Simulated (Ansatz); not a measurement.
Ga8N8H22, a nanocrystal cut from wurtzite GaN (hydrogen-capped) was relaxed with r2SCAN-D4 (def2-SVP) in Ansatz in these states: charge +1 doublet, charge -1 doublet, neutral singlet. The geometries follow in no particular order.

Single mean-field runs in def2-SVP are fitted with def2-universal-jkfit.

A:

```xyz
38

Ga   -1.8312   -1.2868   -2.9813
N    -2.9059    0.1181   -1.9886
N    -0.3047   -1.4591   -1.7054
Ga    0.7058    0.2222   -1.5714
Ga   -2.2694    0.7438   -0.2023
N    -0.4707    1.4387   -0.5497
N     2.2299   -0.1237   -0.3783
Ga    3.4150    1.4771   -0.2339
Ga    0.2869    2.0912    1.1353
N     2.1002    2.7574    0.6297
Ga   -0.9272   -2.2612   -0.0446
N    -1.9324   -0.8523    0.8548
N     0.7333   -2.4433    1.0585
Ga    1.8338   -0.8063    1.4010
Ga   -1.1967   -0.3739    2.6633
N     0.5607    0.4618    2.1595
H    -1.3455   -0.6221   -4.3164
H    -2.7002   -2.5953   -2.9292
H    -3.0101    0.9363   -2.5958
H    -3.8619   -0.2330   -1.8812
H     0.3201   -2.1334   -2.1638
H     1.1157    0.8218   -2.9568
H    -3.2880    1.7751    0.3854
H    -0.5992    2.2685   -1.1399
H     2.8166   -0.8179   -0.8568
H     3.7280    2.0469   -1.6613
H     4.5169    1.2093    0.8545
H    -0.5156    3.2363    1.8361
H     1.9831    3.5674    0.0139
H     2.5421    3.1462    1.4678
H    -1.6507   -3.6436   -0.1466
H    -2.8478   -1.2540    1.0891
H     1.3278   -3.1759    0.6606
H     0.4479   -2.8108    1.9736
H     3.0501   -1.1668    2.3150
H    -2.1141    0.7245    3.3098
H    -0.8824   -1.7255    3.4243
H     0.9400    0.7426    3.0714
```

B:

```
atom   x (Å)   y (Å)   z (Å)
 Ga1   2.830   2.016  -1.621
  N2   2.796   2.113   0.394
  N3   1.285   0.828  -1.864
 Ga4   1.340  -1.091  -0.994
 Ga5   1.062   1.629   1.277
  N6   0.989  -0.272   1.028
  N7  -0.477  -2.160  -0.960
 Ga8  -0.592  -3.786   0.134
 Ga9  -0.469  -0.969   2.062
 N10  -0.185  -2.948   1.924
Ga11  -0.355   1.818  -1.655
 N12  -0.479   2.243   0.247
 N13  -1.806   0.466  -1.981
Ga14  -2.083  -1.114  -0.769
Ga15  -2.195   1.614   1.058
 N16  -2.024  -0.379   1.040
 H17   4.194   1.346  -2.055
 H18   2.546   3.518  -2.060
 H19   3.483   1.445   0.757
 H20   3.126   3.028   0.708
 H21   1.338   0.508  -2.838
 H22   2.716  -1.710  -0.348
 H23   1.116   2.258   2.727
 H24   1.850  -0.658   1.430
 H25  -0.428  -2.487  -1.932
 H26   0.551  -4.828  -0.191
 H27  -2.080  -4.320   0.315
 H28  -0.597  -0.649   3.606
 H29   0.809  -3.097   2.126
 H30  -0.683  -3.446   2.666
 H31  -0.670   3.055  -2.586
 H32  -0.541   3.264   0.327
 H33  -1.640   0.084  -2.918
 H34  -2.695   0.969  -2.049
 H35  -3.491  -1.728  -1.140
 H36  -2.298   2.126   2.551
 H37  -3.373   2.006   0.059
 H38  -2.872  -0.693   1.523
```

C:

```tsv
atom	x (Å)	y (Å)	z (Å)
Ga1	-0.303	3.599	0.651
N2	1.603	3.020	0.855
N3	-1.185	1.793	0.653
Ga4	-0.759	1.093	-1.175
Ga5	2.078	1.091	0.569
N6	1.104	0.532	-1.057
N7	-1.788	-0.604	-1.204
Ga8	-1.490	-1.257	-3.087
Ga9	1.451	-1.397	-1.309
N10	0.382	-1.933	-2.925
Ga11	-0.750	0.672	2.194
N12	1.114	0.155	1.985
N13	-1.808	-0.979	1.872
Ga14	-1.453	-1.967	0.168
Ga15	1.366	-1.829	1.904
N16	0.474	-2.228	0.156
H17	-0.450	4.361	-0.699
H18	-0.798	4.205	2.030
H19	2.183	3.596	0.236
H20	1.936	3.266	1.794
H21	-2.196	1.986	0.663
H22	-1.116	2.082	-2.314
H23	3.620	0.913	0.515
H24	1.597	0.999	-1.829
H25	-2.789	-0.369	-1.185
H26	-1.522	-0.116	-4.145
H27	-2.459	-2.515	-3.129
H28	2.950	-1.765	-1.488
H29	0.900	-1.673	-3.771
H30	0.382	-2.958	-2.943
H31	-1.097	1.315	3.574
H32	1.588	0.400	2.864
H33	-2.809	-0.769	1.945
H34	-1.631	-1.633	2.644
H35	-2.350	-3.233	0.061
H36	2.908	-2.124	1.810
H37	0.499	-2.491	3.050
H38	0.620	-3.241	0.066
```

Task: Judge from the bond lengths which geometry belongs to which state (an estimate).

Result: A is the neutral singlet (Ga4–N6 1.977 Å, N3–Ga4 1.966 Å, Ga4–N7 1.966 Å); B is the charge -1 doublet (Ga4–N6 2.210 Å, N3–Ga4 2.108 Å, Ga4–N7 2.108 Å); C is the charge +1 doublet (Ga4–N6 1.950 Å, N3–Ga4 2.003 Å, Ga4–N7 1.984 Å).

At r2SCAN-D4/def2-SVP the highest occupied level of the relaxed charge -1 doublet lies above zero (up to 1.11 eV). By energy differences, losing it releases 0.45 eV (each at its own geometry, to the charge 0 singlet, at PBE0-D4/def2-TZVP). At r2SCAN-D4/def2-SVP the gap within one spin of the relaxed charge 1 doublet nearly closes, so an electron or hole may be smeared out by delocalisation error.
